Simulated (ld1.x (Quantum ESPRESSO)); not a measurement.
# nitrogen (N), ultrasoft: configuration errors across variants

| Item | Value |
| --- | --- |
| Element | nitrogen |
| Generator | ld1.x (Quantum ESPRESSO) 7.5 |
| Type | ultrasoft |
| Functional | LDA (PZ) |
| Relativity | scalar-relativistic |
| Frozen core | [He] |
| Valence charge | 5 |
| Reference configuration | 2s1.5 2p3.5 |
| Partial waves | 2s (bound): rcut 0.65, rcutus 0.70 bohr; 2s channel at -0.9 Ry: rcut 0.65, rcutus 0.70 bohr; 2p (bound): rcut 0.85, rcutus 1.10 bohr; 2p channel at 1.55 Ry: rcut 0.85, rcutus 1.10 bohr; 3d channel at 0.25 Ry: rc 0.85 bohr |
| Local potential | the d channel |
| Core correction | Bessel-smoothed model core inside 0.45 bohr |
| Augmentation charge | built from norm-conserving waves at rcut, not smoothed further |

All-electron excitation energies from the reference (eV): (1) 2s2 2p3 -5.596; (2) 2s2 2p2 8.136; (3) 2s2 2p1 37.105; (4) 2s2 2p0 84.270; (5) 2s0 2p5 16.856; (6) 2s1 2p4 5.608; (7) 2s2 2p3.3 -7.261.

A true bound ghost makes a file unfit for plane-wave use even where its test errors are small: the radial tests pick states by their node count and pass the ghost by.

Errors AE − PS in meV (a dash: test not solved or not reliable):

| change | (1) | (2) | (3) | (4) | (5) | (6) | (7) | bound ghosts |
| --- | --- | --- | --- | --- | --- | --- | --- | --- |
| base | +1.9 | +0.9 | -4.7 | -19 | +16 | +1.7 | +1.8 | s |
| core correction none | +3.7 | +12 | +59 | +274 | +32 | +3.5 | +3.0 | s |
| core correction Bessel-smoothed model core inside 0.34 bohr | +1.9 | +0.9 | -5.2 | -21 | +16 | +1.6 | +1.8 | s |
| core correction Bessel-smoothed model core inside 0.56 bohr | +2.0 | +1.5 | -1.6 | -6.0 | +17 | +1.8 | +1.9 | s |
| core correction Bessel-smoothed model core inside 0.62 bohr | +2.1 | +2.2 | +2.4 | +11 | +18 | +1.9 | +1.9 | s |
| core correction Bessel-smoothed model core inside 0.76 bohr | +2.6 | +5.1 | +19 | +83 | +22 | +2.4 | +2.3 | s |
| core correction Bessel-smoothed model core inside 0.82 bohr | +2.8 | +6.5 | +27 | +121 | +24 | +2.6 | +2.4 | s |

(1) Give the same row for: core correction Bessel-smoothed model core inside 0.42 bohr.

Results:

(1) +1.9, +0.9, -5.0, -20, +16, +1.7, +1.8; bound ghosts: s.
